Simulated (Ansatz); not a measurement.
Ansatz (a first-principles code) input for BrHMoOS₂, SMILES [OH][Mo](=[S])(=[S])[Br], multiplicity 1, PBE0/def2-SVPD. Coordinates come from a B3LYP-D3(BJ)/def2-SVP optimisation. A frequency run showed that this geometry is not a minimum. The spin state was assumed, not searched. The def2 effective core potentials stand for the cores of Mo; spin–orbit coupling is left out. Other conformers were not sampled.

Ansatz 0.2 input:
```yaml
crystal:
  periodic: [false, false, false]
  atoms:
    - {symbol: Mo, position_ang: [0.44709935, 0.20655609, 0.00000000]}
    - {symbol: S, position_ang: [1.26854218, -0.73428339, -1.70515212]}
    - {symbol: S, position_ang: [1.26854220, -0.73428339, 1.70515211]}
    - {symbol: Br, position_ang: [-1.95111922, -0.10561824, 0.00000000]}
    - {symbol: O, position_ang: [0.89876921, 2.00227074, -0.00000001]}
    - {symbol: H, position_ang: [1.72749618, 2.50018498, 0.00000000]}
basis:
  gaussian:
    orbitals: def2-SVPD
hamiltonian:
  xc: {name: PBE0}
```

Output:

```
WARN ansatz: RAYON_NUM_THREADS=1 ignored (pool sized by the plan → 1); use --threads N
Functional definition: PBE0
integrals: 0.14 GiB planned
1618 factors; their error is unknown
mean field: 1.12 GiB planned
mean field evaluation 1: about -95600.5651 eV, gradient 5.4e1 eV
mean field evaluation 2: about -95547.2372 eV, gradient 1.7e2 eV
mean field evaluation 4: about -95603.6026 eV, gradient 3.2e1 eV
mean field evaluation 8: about -95605.9111 eV, gradient 1.3e-1 eV
mean field evaluation 16: about -95606.2651 eV, gradient 7.3e-4 eV
mean field -95606.26513246 eV, -3513.4654393639 hartree, gradient 8.0e-5 eV, S^2 0.000000; 0 other end points of the search recorded, 0 dependent functions left out
reference -95606.26517592 eV, -3513.4654409610 hartree; 45, 45 occupied and 115, 115 virtual orbitals, 1618 factors
Total energy: -95606.26517592 eV, -3513.4654409610 hartree
```

Self-consistency was reached.

Cost: very roughly 6 core-seconds.
